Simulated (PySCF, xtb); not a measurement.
C₃H₆BNO, SMILES OB(C)CC#N.

GFN2-xTB in xtb at its own geometry gives an orbital gap of 5.69 eV and a dipole moment of 2.94 D.

The structure is a stationary point at ωB97X-D3(BJ)/def2-SVP. The structure was generated by enumeration, and PubChem lists no compound with its InChIKey, so it may never have been made. Other conformers were not sampled.

Q: What does PBE/def2-TZVP (PySCF) give? (The exact figures need the calculation; the answer reports its results.)

A: gap 6.44 eV (levels -7.57 and -1.13 eV), dipole 3.31 D.
